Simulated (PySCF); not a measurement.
C5H5, SMILES C1=C[CH]C=C1 (connectivity only; charge and spin as stated), charge +1, multiplicity 1.

Geometry optimised at B3LYP-D3(BJ)/def2-SVP. The multiplicity is an assumed one; no other spin state was optimised. The isomer is the one that the SMILES or the coordinates give; other isomers of the formula were not compared.

These are SMD-ωB97X/6-31G* (PySCF) values and carry that method's errors.

Solvation free energies are E(SMD) − E(gas) at the gas-phase geometry, for 1 M in both phases.

Problem. Estimate the solvation free energies in water, ethylethanoate, dimethylsulfoxide. (An estimate is asked for; the answer gives what the named calculation found.)

Solution. 
```tsv
solvent	ΔG(solv) (kcal/mol)	its non-electrostatic (CDS) part
water	-60.7	2.7
ethylethanoate	-55.2	-1.7
dimethylsulfoxide	-62.8	0.1
```
